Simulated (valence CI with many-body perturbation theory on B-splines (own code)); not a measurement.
## Pm LV: electric-dipole lines

Computed by valence CI with perturbative core correlation (CI+MBPT): five valence electrons over a frozen Dirac-Fock core [He], a basis of 9 s, 9 p, 8 d, 6 f, 3 g, 1 h functions for each j, with the one-electron correlation potential Σ1, the two-electron term Σ2, the three-electron term Σ3, Breit, model QED; selected CI, second order for the rest (own B-spline code, finite nucleus).

The last digits are not significant, and no measured levels were compared; by estimate large intervals hold to a few tenths of a per cent, small ones and those within an open d or f shell to about a per cent. Among the levels kept, up to 1200 cm⁻¹ of a level comes from second order outside the variational space, and about a tenth of that is noise between levels of different J, which matters for small intervals.

Lines 201 to 250 of 260 in falling wavelength, among levels below 57523 × 10³ cm⁻¹, chosen from the strongest by gf and those to the six lowest levels. Wavelengths and rates use the calculated energies. Electric multipoles are in the length gauge, E1 and E2 with the static RPA response of the core. Weak lines are less certain than strong ones. Lines between different terms over intervals too small for the method are left out, as are lines whose strength nearly cancels. The highest levels of a list are the least certain.

Levels are named by their leading jj configuration (3d3/2^4 stands for four electrons in 3d with j = 3/2), which in mixed levels can hold well under half, so a name can repeat and another be missing. Letters in brackets count levels of one name in rising energy.

| λ vac (Å) | Upper | Lower | A (s⁻¹) | log gf | Branch % |
| --- | --- | --- | --- | --- | --- |
| 1.968 | (2s^2 2p1/2 2p3/2 3d5/2) J=5/2 [a] | (2s^2 2p1/2 2p3/2^2) J=5/2 | 1.80e+14 | -0.20 | 26.1 |
| 1.967 | (2s 2p1/2^2 2p3/2 3d3/2) J=5/2 [b] | (2s 2p1/2^2 2p3/2^2) J=5/2 | 4.89e+13 | -0.77 | 74.0 |
| 1.966 | (2s^2 2p1/2^2 3d5/2) J=5/2 | (2s^2 2p1/2^2 2p3/2) J=3/2 | 6.20e+14 | 0.33 | 100.0 |
| 1.964 | (2s 2p1/2^2 2p3/2 3p1/2) J=3/2 [b] | (2s^2 2p1/2 2p3/2^2) J=3/2 | 9.94e+12 | -1.64 | 54.4 |
| 1.964 | (2s 2p1/2^2 2p3/2 3p1/2) J=1/2 | (2s^2 2p1/2 2p3/2^2) J=3/2 | 4.01e+13 | -1.33 | 33.2 |
| 1.963 | (2s^2 2p1/2 2p3/2 3d5/2) J=5/2 [b] | (2s^2 2p1/2 2p3/2^2) J=5/2 | 3.52e+14 | 0.09 | 37.0 |
| 1.962 | (2s^2 2p1/2 2p3/2 3d5/2) J=3/2 [a] | (2s^2 2p1/2 2p3/2^2) J=3/2 | 4.25e+14 | -0.01 | 76.4 |
| 1.961 | (2s^2 2p1/2 2p3/2 3d5/2) J=7/2 [b] | (2s^2 2p1/2 2p3/2^2) J=5/2 | 1.02e+15 | 0.67 | 100.0 |
| 1.961 | (2s^2 2p1/2 2p3/2 3d5/2) J=5/2 [a] | (2s^2 2p1/2 2p3/2^2) J=3/2 | 4.78e+14 | 0.22 | 69.4 |
| 1.960 | (2s^2 2p1/2 2p3/2 3d5/2) J=3/2 [b] | (2s^2 2p1/2 2p3/2^2) J=5/2 | 7.46e+13 | -0.76 | 10.9 |
| 1.957 | (2s^2 2p1/2 2p3/2 3d5/2) J=5/2 [b] | (2s^2 2p1/2 2p3/2^2) J=3/2 | 5.84e+14 | 0.30 | 61.5 |
| 1.953 | (2s^2 2p1/2 2p3/2 3d5/2) J=3/2 [b] | (2s^2 2p1/2 2p3/2^2) J=3/2 | 1.19e+13 | -1.57 | 1.7 |
| 1.952 | (2s^2 2p1/2 2p3/2 3d5/2) J=1/2 | (2s^2 2p1/2 2p3/2^2) J=3/2 | 5.11e+13 | -1.23 | 6.9 |
| 1.951 | (2s 2p1/2^2 2p3/2 3p3/2) J=3/2 [a] | (2s^2 2p1/2 2p3/2^2) J=1/2 | 1.03e+12 | -2.63 | 0.7 |
| 1.946 | (2s 2p1/2^2 2p3/2 3p3/2) J=1/2 [a] | (2s^2 2p1/2 2p3/2^2) J=1/2 | 1.06e+11 | -3.92 | 0.0 |
| 1.942 | (2s 2p1/2^2 2p3/2 3p3/2) J=7/2 | (2s^2 2p1/2 2p3/2^2) J=5/2 | 2.67e+12 | -1.92 | 82.7 |
| 1.940 | (2s 2p1/2^2 2p3/2 3p3/2) J=3/2 [a] | (2s^2 2p1/2 2p3/2^2) J=5/2 | 5.07e+11 | -2.94 | 0.3 |
| 1.935 | (2s 2p1/2^2 2p3/2 3p3/2) J=5/2 [a] | (2s^2 2p1/2 2p3/2^2) J=5/2 | 1.44e+12 | -2.31 | 1.0 |
| 1.933 | (2s 2p1/2^2 2p3/2 3p3/2) J=3/2 [a] | (2s^2 2p1/2 2p3/2^2) J=3/2 | 3.56e+12 | -2.10 | 2.4 |
| 1.929 | (2s 2p1/2^2 2p3/2 3p3/2) J=5/2 [a] | (2s^2 2p1/2 2p3/2^2) J=3/2 | 5.42e+12 | -1.74 | 3.8 |
| 1.928 | (2s 2p1/2^2 2p3/2 3p3/2) J=1/2 [a] | (2s^2 2p1/2 2p3/2^2) J=3/2 | 2.89e+11 | -3.49 | 0.1 |
| 1.927 | (2s 2p1/2^2 2p3/2 3p3/2) J=3/2 [b] | (2s^2 2p1/2 2p3/2^2) J=1/2 | 1.23e+12 | -2.56 | 1.3 |
| 1.926 | (2s 2p1/2^2 2p3/2 3p3/2) J=1/2 [b] | (2s^2 2p1/2 2p3/2^2) J=1/2 | 4.43e+12 | -2.31 | 49.1 |
| 1.919 | (2s 2p1/2^2 2p3/2 3p3/2) J=5/2 [b] | (2s^2 2p1/2 2p3/2^2) J=5/2 | 3.20e+11 | -2.97 | 0.3 |
| 1.916 | (2s 2p1/2^2 2p3/2 3p3/2) J=3/2 [b] | (2s^2 2p1/2 2p3/2^2) J=5/2 | 7.09e+10 | -3.81 | 0.1 |
| 1.913 | (2s 2p1/2^2 2p3/2 3p3/2) J=5/2 [b] | (2s^2 2p1/2 2p3/2^2) J=3/2 | 4.49e+12 | -1.83 | 4.1 |
| 1.911 | (2s^2 2p3/2^2 3s) J=3/2 | (2s^2 2p1/2 2p3/2^2) J=1/2 | 2.52e+11 | -3.26 | 0.2 |
| 1.910 | (2s^2 2p1/2 2p3/2 3s) J=3/2 [a] | (2s^2 2p1/2^2 2p3/2) J=3/2 | 1.37e+13 | -1.52 | 22.9 |
| 1.909 | (2s 2p1/2^2 2p3/2 3p3/2) J=3/2 [b] | (2s^2 2p1/2 2p3/2^2) J=3/2 | 1.45e+12 | -2.50 | 1.5 |
| 1.908 | (2s 2p1/2^2 2p3/2 3p3/2) J=1/2 [b] | (2s^2 2p1/2 2p3/2^2) J=3/2 | 1.15e+12 | -2.90 | 12.8 |
| 1.907 | (2s^2 2p1/2 2p3/2 3s) J=1/2 | (2s^2 2p1/2^2 2p3/2) J=3/2 | 2.08e+13 | -1.64 | 16.4 |
| 1.904 | (2s^2 2p1/2 2p3/2 3s) J=5/2 | (2s^2 2p1/2^2 2p3/2) J=3/2 | 1.82e+13 | -1.23 | 29.0 |
| 1.903 | (2s^2 2p1/2 2p3/2 3s) J=3/2 [b] | (2s^2 2p1/2^2 2p3/2) J=3/2 | 1.27e+13 | -1.56 | 10.6 |
| 1.903 | (2s^2 2p3/2^2 3s) J=5/2 | (2s^2 2p1/2 2p3/2^2) J=5/2 | 1.02e+13 | -1.48 | 30.0 |
| 1.900 | (2s^2 2p3/2^2 3s) J=3/2 | (2s^2 2p1/2 2p3/2^2) J=5/2 | 2.13e+13 | -1.34 | 17.4 |
| 1.896 | (2s^2 2p3/2^2 3s) J=5/2 | (2s^2 2p1/2 2p3/2^2) J=3/2 | 7.72e+12 | -1.60 | 22.7 |
| 1.894 | (2s^2 2p3/2^2 3s) J=3/2 | (2s^2 2p1/2 2p3/2^2) J=3/2 | 3.89e+12 | -2.08 | 3.2 |
| 1.823 | (2s 2p1/2^2 2p3/2 3p1/2) J=3/2 [a] | (2s^2 2p1/2^2 2p3/2) J=3/2 | 1.38e+14 | -0.56 | 97.9 |
| 1.822 | (2s 2p1/2^2 2p3/2 3p1/2) J=5/2 | (2s^2 2p1/2^2 2p3/2) J=3/2 | 3.29e+14 | -0.01 | 99.7 |
| 1.816 | (2s^2 2p1/2 2p3/2 3d3/2) J=3/2 [a] | (2s^2 2p1/2^2 2p3/2) J=3/2 | 1.05e+14 | -0.68 | 52.6 |
| 1.815 | (2s^2 2p1/2 2p3/2 3d3/2) J=5/2 [a] | (2s^2 2p1/2^2 2p3/2) J=3/2 | 1.84e+13 | -1.26 | 33.2 |
| 1.815 | (2s^2 2p1/2 2p3/2 3d3/2) J=1/2 [a] | (2s^2 2p1/2^2 2p3/2) J=3/2 | 2.37e+13 | -1.63 | 20.2 |
| 1.808 | (2s^2 2p1/2 2p3/2 3d3/2) J=5/2 [b] | (2s^2 2p1/2^2 2p3/2) J=3/2 | 6.05e+14 | 0.25 | 98.7 |
| 1.808 | (2s^2 2p1/2 2p3/2 3d3/2) J=3/2 [b] | (2s^2 2p1/2^2 2p3/2) J=3/2 | 7.19e+14 | 0.15 | 88.7 |
| 1.807 | (2s^2 2p1/2 2p3/2 3d3/2) J=1/2 [b] | (2s^2 2p1/2^2 2p3/2) J=3/2 | 8.89e+14 | -0.06 | 95.5 |
| 1.803 | (2s 2p1/2^2 2p3/2 3p1/2) J=3/2 [b] | (2s^2 2p1/2^2 2p3/2) J=3/2 | 3.37e+11 | -3.18 | 1.8 |
| 1.802 | (2s 2p1/2^2 2p3/2 3p1/2) J=1/2 | (2s^2 2p1/2^2 2p3/2) J=3/2 | 7.06e+13 | -1.16 | 58.5 |
| 1.800 | (2s^2 2p1/2 2p3/2 3d5/2) J=3/2 [a] | (2s^2 2p1/2^2 2p3/2) J=3/2 | 3.05e+13 | -1.23 | 5.5 |
| 1.800 | (2s^2 2p1/2 2p3/2 3d5/2) J=5/2 [a] | (2s^2 2p1/2^2 2p3/2) J=3/2 | 3.15e+13 | -1.04 | 4.6 |
| 1.796 | (2s^2 2p1/2 2p3/2 3d5/2) J=5/2 [b] | (2s^2 2p1/2^2 2p3/2) J=3/2 | 1.44e+13 | -1.38 | 1.5 |

Problem. How does gf follow from A for the line at 1.927 Å?

Solution. gf = 1.4992 × (2J+1)_upper × A / σ², with σ = 51897613 cm⁻¹ and 2J+1 = 4: gf = 0.00274.
